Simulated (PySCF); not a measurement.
# Computed NMR parameters against published values

Molfile (atoms numbered from 1):
```
C6H13NO
     RDKit          3D

 21 20  0  0  0  0  0  0  0  0999 V2000
   -2.8453   -0.9183    0.1767 C   0  0  0  0  0  0  0  0  0  0  0  0
   -1.4750   -0.3653    0.5476 C   0  0  0  0  0  0  0  0  0  0  0  0
   -1.1911    0.9637   -0.1490 C   0  0  0  0  0  0  0  0  0  0  0  0
    0.1975    1.5072    0.1912 C   0  0  0  0  0  0  0  0  0  0  0  0
    1.2503    0.6459   -0.2948 N   0  0  0  0  0  0  0  0  0  0  0  0
    2.0803   -0.0409    0.5253 C   0  0  0  0  0  0  0  0  0  0  0  0
    3.0454   -0.9463   -0.2156 C   0  0  0  0  0  0  0  0  0  0  0  0
    2.0576    0.0713    1.7311 O   0  0  0  0  0  0  0  0  0  0  0  0
   -2.9114   -1.0942   -0.8952 H   0  0  0  0  0  0  0  0  0  0  0  0
   -3.6286   -0.2171    0.4558 H   0  0  0  0  0  0  0  0  0  0  0  0
   -3.0283   -1.8589    0.6903 H   0  0  0  0  0  0  0  0  0  0  0  0
   -0.7051   -1.0901    0.2743 H   0  0  0  0  0  0  0  0  0  0  0  0
   -1.4169   -0.2209    1.6278 H   0  0  0  0  0  0  0  0  0  0  0  0
   -1.2731    0.8353   -1.2321 H   0  0  0  0  0  0  0  0  0  0  0  0
   -1.9356    1.7018    0.1544 H   0  0  0  0  0  0  0  0  0  0  0  0
    0.3270    1.5666    1.2740 H   0  0  0  0  0  0  0  0  0  0  0  0
    0.3218    2.5081   -0.2378 H   0  0  0  0  0  0  0  0  0  0  0  0
    1.2830    0.4750   -1.2875 H   0  0  0  0  0  0  0  0  0  0  0  0
    3.7264   -1.4016    0.4970 H   0  0  0  0  0  0  0  0  0  0  0  0
    3.6150   -0.3744   -0.9444 H   0  0  0  0  0  0  0  0  0  0  0  0
    2.4970   -1.7300   -0.7348 H   0  0  0  0  0  0  0  0  0  0  0  0
  1  2  1  0
  2  3  1  0
  3  4  1  0
  4  5  1  0
  5  6  1  0
  6  7  1  0
  6  8  2  0
  1  9  1  0
  1 10  1  0
  1 11  1  0
  2 12  1  0
  2 13  1  0
  3 14  1  0
  3 15  1  0
  4 16  1  0
  4 17  1  0
  5 18  1  0
  7 19  1  0
  7 20  1  0
  7 21  1  0
M  END
```

Theoretical values (PySCF 2.14): shieldings: GIAO PBE0/pcSseg-1, GFN2-xTB geometry. A single conformation, relativity neglected, fast rotation and ring inversion assumed for equivalent nuclei, in vacuum.

Reference values: measured (solution, not stated per compound (mostly CDCl3 or CCl4); Pretsch, Buehlmann, Badertscher, Structure Determination of Organic Compounds, 4th ed. (2009)).
| atoms | quantity | reference | computed | computed, scaled |
| --- | --- | --- | --- | --- |
| H16/H17 | δ 1H | 3.21 | 3.59 | 3.48 |
| H14/H15 | δ 1H | 1.49 | 1.20 | 1.22 |
| H12/H13 | δ 1H | 1.35 | 1.37 | 1.38 |
| H9/H10/H11 | δ 1H | 0.92 | 1.01 | 1.04 |

Computed shifts are σ(ref) − σ with the named reference compound (TMS for H and C) calculated as an isolated molecule at the same level. The measured values may be among those fitted. Empirical linear scaling, fitted to shifts measured mostly in CDCl3 for H and C (δ vs TMS): 1H: δ = 30.01 − 0.943σ (rms 0.17 ppm, 504 shifts, 0.18 ppm with the 4 outliers that the fit left out). A few per cent of atoms miss by over 2 rms, more outside the fitted compound classes. H not on carbon is unscaled (vs computed TMS).

Question: How far are the unscaled 1H shifts from the references?

Answer: Mean signed difference +0.05 ppm, mean absolute 0.19 ppm over 4 comparisons; the largest is +0.38 ppm at H16/H17 (hydrogen on an sp3 CH2 bonded to N).

The protons averaged at δ 3.59 differ by 1.5 ppm in this conformer, so that average is uncertain.
